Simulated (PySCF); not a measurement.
Compound: C4H10OSi.
Bonds: C1–C2, C2–Si3, Si3–C4, C4–C5, C5–O6, C1–O6. Hydrogens: H7, H8 on C1; H9, H10 on C2; H11, H12 on Si3; H13, H14 on C4; H15, H16 on C5.

The same species was optimised twice, with GFN2-xTB and with PBE0-D3(BJ)/def2-SVP (PySCF), and the same property calculations (PySCF, gas phase) were run on both structures.

```
   coordinate  GFN2-xTB  PBE0-D3(BJ)/def2-SVP  change
   Si3–C4 (Å)     1.902                 1.890  -0.012
    C4–C5 (Å)     1.531                 1.537  +0.006
   C2–Si3 (Å)     1.902                 1.896  -0.006
    C1–C2 (Å)     1.530                 1.534  +0.004
    C1–O6 (Å)     1.408                 1.410  +0.002
    C5–O6 (Å)     1.408                 1.410  +0.002
 C2–C1–O6 (°)     113.8                 111.8    -2.0
C1–C2–Si3 (°)     109.4                 107.6    -1.8
C2–Si3–C4 (°)     101.9                 103.1    +1.2
 C4–C5–O6 (°)     113.8                 114.1    +0.3
Si3–C4–C5 (°)     109.4                 109.5    +0.1
 C1–O6–C5 (°)     114.7                 114.7     0.0
```

Rotational constants: A = 3927, B = 2993, C = 1889 MHz (GFN2-xTB) against A = 3787, B = 3139, C = 1999 MHz (PBE0-D3(BJ)/def2-SVP). Some torsions differ by more than 30° (O6–C1–C2–Si3 -56° against 33°; Si3–C4–C5–O6 56° against 15°; C4–C5–O6–C1 -72° against 54°), so the changes below aren't those of bond lengths and angles alone. Point groups within 0.08 Å: Cs and C1. Atoms that the bonding makes alike are paired by their places after alignment.

On the GFN2-xTB structure: lowest singlet, TDDFT (eV) 7.18 [CAM-B3LYP/def2-SVPD]; lowest triplet, Tamm–Dancoff (eV) 7.01 [CAM-B3LYP/def2-SVPD]; isotropic polarisability (au) 75.5 [CAM-B3LYP/def2-SVPD]; HOMO (eV) -8.79 [CAM-B3LYP/def2-SVPD]; LUMO (eV) 1.28 [CAM-B3LYP/def2-SVPD]; dipole (D) 0.97 [CAM-B3LYP/def2-SVPD]; HOMO (eV) -7.30 [PBE0/pcSseg-1]; LUMO (eV) 1.12 [PBE0/pcSseg-1]; dipole (D) 0.91 [PBE0/pcSseg-1]; GIAO shielding of C1/C5 (mean) (ppm) 115.1 [PBE0/pcSseg-1]; GIAO shielding of C2/C4 (mean) (ppm) 175.9 [PBE0/pcSseg-1]; GIAO shielding of Si3 (ppm) 403.3 [PBE0/pcSseg-1]; GIAO shielding of O6 (ppm) 281.3 [PBE0/pcSseg-1].

Q: What do these properties become on the PBE0-D3(BJ)/def2-SVP structure?

A: 
```tsv
property	level	on GFN2-xTB	on PBE0-D3(BJ)/def2-SVP	change
lowest singlet, TDDFT (eV)	CAM-B3LYP/def2-SVPD	7.18	7.08	-0.10
lowest triplet, Tamm–Dancoff (eV)	CAM-B3LYP/def2-SVPD	7.01	6.89	-0.12
isotropic polarisability (au)	CAM-B3LYP/def2-SVPD	75.5	76.1	+0.6
HOMO (eV)	CAM-B3LYP/def2-SVPD	-8.79	-8.86	-0.07
LUMO (eV)	CAM-B3LYP/def2-SVPD	1.28	1.17	-0.11
dipole (D)	CAM-B3LYP/def2-SVPD	0.97	1.41	+0.44
energy, GFN2-xTB geometry as zero (kcal/mol)	CAM-B3LYP/def2-SVPD	0.0	2.6	+2.6
HOMO (eV)	PBE0/pcSseg-1	-7.30	-7.38	-0.08
LUMO (eV)	PBE0/pcSseg-1	1.12	1.02	-0.10
dipole (D)	PBE0/pcSseg-1	0.91	1.39	+0.48
energy, GFN2-xTB geometry as zero (kcal/mol)	PBE0/pcSseg-1	0.0	2.4	+2.4
GIAO shielding of C1/C5 (mean) (ppm)	PBE0/pcSseg-1	115.1	118.9	+3.8
GIAO shielding of C2/C4 (mean) (ppm)	PBE0/pcSseg-1	175.9	176.3	+0.4
GIAO shielding of Si3 (ppm)	PBE0/pcSseg-1	403.3	403.0	-0.3
GIAO shielding of O6 (ppm)	PBE0/pcSseg-1	281.3	287.4	+6.1
```

The heavy atoms differ by 0.405 Å rms after alignment. Among bonds between heavy atoms Si3–C4 changes most (-0.012 Å). Changes are differences of the printed values. Neither structure is proved a minimum here.
